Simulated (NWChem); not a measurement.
Molecule: Si$_{2}$H$_{3}$ClF$_{2}$; SMILES [SiH2]([Si@@H](Cl)F)F

```xyz
8

F      0.6908     2.0623     0.9272
Si     0.0092     1.6587    -0.4943
Si    -0.5795    -0.6104    -0.4109
F     -1.7117    -0.8351     0.7293
Cl     1.0866    -1.7043     0.1030
H      1.0038     1.8756    -1.5838
H     -1.1860     2.5223    -0.7140
H     -1.1185    -1.1464    -1.6898
```
Atoms are numbered in this order, from 1.

Computed with NWChem. All runs use the structure optimised with PBE0/def2-SVP. Total energies compare along this basis series because the functional is fixed.

| level | basis functions | energy (Ha) | highest occupied level (eV) | orbital gap (eV) | dipole (D) | relative time |
|---|---|---|---|---|---|---|
| B3LYP/pcseg-1 | 97 | -1240.8101 | -8.45 | 7.05 | 2.97 | 4 |
| B3LYP/aug-pcseg-1 | 154 | -1240.8265 | -8.42 | 6.81 | 2.55 | 10 |
| B3LYP/pcseg-2 | 204 | -1241.0492 | -8.41 | 6.83 | 2.65 | 9 |
| B3LYP/STO-3G | 40 | -1226.1193 | -4.61 | 8.50 | 3.00 | 1 |
| B3LYP/def2-SVP | 97 | -1240.3919 | -8.17 | 7.08 | 2.36 | 2 |

Times are rough ratios from one shared machine.
